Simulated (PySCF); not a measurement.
Compound: 4-propylpyridine, C₈H₁₁N.
SMILES with atom numbers: `[CH3:1][CH2:2][CH2:3][c:4]1[cH:5][cH:6][n:7][cH:8][cH:9]1` (hydrogens: H10, H11, H12 on C1; H13, H14 on C2; H15, H16 on C3; H17 on C5; H18 on C6; H19 on C8; H20 on C9)

The same species was optimised twice, with GFN2-xTB and with PBE0-D3(BJ)/def2-SVP (PySCF), and the same property calculations (PySCF, gas phase) were run on both structures.

| coordinate | GFN2-xTB | PBE0-D3(BJ)/def2-SVP | change |
| --- | --- | --- | --- |
| C8–C9 (Å) | 1.385 | 1.394 | +0.009 |
| C5–C6 (Å) | 1.385 | 1.394 | +0.009 |
| N7–C8 (Å) | 1.322 | 1.331 | +0.009 |
| C6–N7 (Å) | 1.322 | 1.331 | +0.009 |
| C4–C9 (Å) | 1.391 | 1.398 | +0.007 |
| C4–C5 (Å) | 1.391 | 1.398 | +0.007 |
| C2–C3 (Å) | 1.534 | 1.530 | -0.004 |
| C1–C2 (Å) | 1.523 | 1.519 | -0.004 |
| C3–C4 (Å) | 1.499 | 1.501 | +0.002 |
| C2–C3–C4 (°) | 110.4 | 112.5 | +2.1 |
| C1–C2–C3 (°) | 111.5 | 113.0 | +1.5 |
| C5–C4–C9 (°) | 117.4 | 116.7 | -0.7 |
| C6–N7–C8 (°) | 117.7 | 117.1 | -0.6 |
| C4–C9–C8 (°) | 119.0 | 119.4 | +0.4 |
| C4–C5–C6 (°) | 119.0 | 119.4 | +0.4 |
| C3–C4–C9 (°) | 121.3 | 121.6 | +0.3 |
| C3–C4–C5 (°) | 121.3 | 121.6 | +0.3 |
| C1–C2–C3–C4 (°) | 180 | 180 | 0 |
| C2–C3–C4–C5 (°) | 89 | 89 | 0 |

Rotational constants: A = 4570, B = 871.5, C = 785.9 MHz (GFN2-xTB) against A = 4563, B = 854.4, C = 770.4 MHz (PBE0-D3(BJ)/def2-SVP). Point groups within 0.08 Å: Cs and Cs.

On the GFN2-xTB structure: HOMO (eV) -7.24 [PBE0/pcSseg-1]; LUMO (eV) -0.58 [PBE0/pcSseg-1]; dipole (D) 2.84 [PBE0/pcSseg-1]; GIAO shielding of C1 (ppm) 169.0 [PBE0/pcSseg-1]; GIAO shielding of C2 (ppm) 152.6 [PBE0/pcSseg-1]; GIAO shielding of C3 (ppm) 142.7 [PBE0/pcSseg-1]; GIAO shielding of C4 (ppm) 28.6 [PBE0/pcSseg-1]; GIAO shielding of C5/C9 (mean) (ppm) 58.9 [PBE0/pcSseg-1]; GIAO shielding of C6/C8 (mean) (ppm) 30.9 [PBE0/pcSseg-1]; GIAO shielding of N7 (ppm) -85.2 [PBE0/pcSseg-1].

Question: What do these properties become on the PBE0-D3(BJ)/def2-SVP structure?

Answer: 
```tsv
property	level	on GFN2-xTB	on PBE0-D3(BJ)/def2-SVP	change
HOMO (eV)	PBE0/pcSseg-1	-7.24	-7.30	-0.06
LUMO (eV)	PBE0/pcSseg-1	-0.58	-0.67	-0.09
dipole (D)	PBE0/pcSseg-1	2.84	2.86	+0.02
energy, GFN2-xTB geometry as zero (kcal/mol)	PBE0/pcSseg-1	0.0	-0.6	-0.6
GIAO shielding of C1 (ppm)	PBE0/pcSseg-1	169.0	167.4	-1.6
GIAO shielding of C2 (ppm)	PBE0/pcSseg-1	152.6	152.5	-0.1
GIAO shielding of C3 (ppm)	PBE0/pcSseg-1	142.7	142.4	-0.3
GIAO shielding of C4 (ppm)	PBE0/pcSseg-1	28.6	27.5	-1.1
GIAO shielding of C5/C9 (mean) (ppm)	PBE0/pcSseg-1	58.9	55.8	-3.1
GIAO shielding of C6/C8 (mean) (ppm)	PBE0/pcSseg-1	30.9	28.5	-2.4
GIAO shielding of N7 (ppm)	PBE0/pcSseg-1	-85.2	-90.0	-4.8
```

The heavy atoms differ by 0.025 Å rms after alignment. Among bonds between heavy atoms C5–C6, C6–N7, N7–C8 and C8–C9 change most and about equally (+0.009 Å). Changes are differences of the printed values. Neither structure is proved a minimum here.

Conformer computed: `[CH3:1][CH2:2][CH2:3][c:4]1[cH:5][cH:6][n:7][cH:8][cH:9]1`: C1–C2–C3–C4 180°, C2–C3–C4–C5 89°.
